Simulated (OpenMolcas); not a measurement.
Lines of Ne²⁺: computed and rescaled rates

* Program: OpenMolcas
* Method: RASSCF
* Basis: ANO-RCC [8s7p4d3f2g]
* Scalar Hamiltonian: DKH2, point nucleus
* Active space: 4 electrons in 9 orbitals (RAS2 2p; RAS3 3s 3d, at most 1 electron)
* State averaging: 2S+1 = 3 even, 3 roots; 2S+1 = 1 even, 6 roots; 2S+1 = 5 odd, 1 root; 2S+1 = 3 odd, 1 root; 2S+1 = 1 odd, 5 roots (0 in the spin-orbit step)
* Spin-orbit coupling: state interaction with AMFI integrals over the reference wave functions, term energies averaged over their components

Rates come from the transition moments of the reference wave functions (E1 and E2 in the length form). At fixed line strength A goes as λ^-3 for E1 and M1 and as λ^-5 for E2, so a rate at the computed wavelength can be rescaled to the measured one. Measured vacuum wavelengths follow from level energies in Moore, Atomic Energy Levels, vol. I, NSRDS-NBS 35 (1971 reprint of NBS Circular 467, 1949). Branching counts decays inside the model space alone, at computed energies, and the table is only a selection of the E2 and M1 lines, drawn from those between levels with measured partners whose computed energy lies within a factor of 1.5 of the measured one.

```json
{"Upper": "2s² 2p⁴ ¹S₀", "Lower": "2s² 2p⁴ ¹D₂", "Type": "E2", "λ computed (nm)": "243.5", "λ measured (nm)": "334.4", "A computed (s-1)": "1.43e+01", "A rescaled (s-1)": "2.93e+00", "Branching %": "84.3"}
{"Upper": "2s² 2p⁴ ¹S₀", "Lower": "2s² 2p⁴ ³P₁", "Type": "M1", "λ computed (nm)": "146.4", "λ measured (nm)": "181.5", "A computed (s-1)": "2.64e+00", "A rescaled (s-1)": "", "Branching %": "15.6"}
{"Upper": "2s² 2p⁴ ¹D₂", "Lower": "2s² 2p⁴ ³P₂", "Type": "M1", "λ computed (nm)": "359.2", "λ measured (nm)": "387", "A computed (s-1)": "2.00e-01", "A rescaled (s-1)": "", "Branching %": "76.1"}
{"Upper": "2s² 2p⁴ ¹D₂", "Lower": "2s² 2p⁴ ³P₁", "Type": "M1", "λ computed (nm)": "367.2", "λ measured (nm)": "397", "A computed (s-1)": "6.25e-02", "A rescaled (s-1)": "", "Branching %": "23.8"}
{"Upper": "2s² 2p⁴ ³P₁", "Lower": "2s² 2p⁴ ³P₂", "Type": "M1", "λ computed (nm)": "16560", "λ measured (nm)": "15380", "A computed (s-1)": "4.97e-03", "A rescaled (s-1)": "6.20e-03", "Branching %": "100.0"}
{"Upper": "2s² 2p⁴ ³P₀", "Lower": "2s² 2p⁴ ³P₁", "Type": "M1", "λ computed (nm)": "34680", "λ measured (nm)": "36100", "A computed (s-1)": "1.30e-03", "A rescaled (s-1)": "1.15e-03", "Branching %": "100.0"}
```

Spin-changing lines and M1 lines between different terms are not rescaled, since their strength hangs on the term gaps too.

The largest correction is for 2s² 2p⁴ ¹S₀ → 2s² 2p⁴ ¹D₂ (E2): 1.43e+01 × (243.5 / 334.4)^5 = 2.93e+00 s-1, a factor of 0.20.

The computed rate and branching of 2s² 2p⁴ ³P₁ → 2s² 2p⁴ ³P₂ give the upper level a radiative lifetime of 1.000 / 4.97e-03 s-1 = 2.01e+02 s, counting decays inside the model space alone. The rescaled rate gives about 1.6e+02 s.

No measured rate stands beside these. Rescaling mends the energy factor alone: line strengths can still be far off where a level mixes with configurations outside the active space, and weak or spin-changing lines hang on small mixing coefficients that depend on the term gaps too, so rescaling need not improve them.

With the s shell closed, the reference lacks s² → p² mixing. Measured partners are found by configuration, term and J. A level has none where our copy of the source lacks it or the pairing is in doubt (some pairs that miss far off the trend of their configuration count as doubtful). Levels of configurations outside the active space are missing.
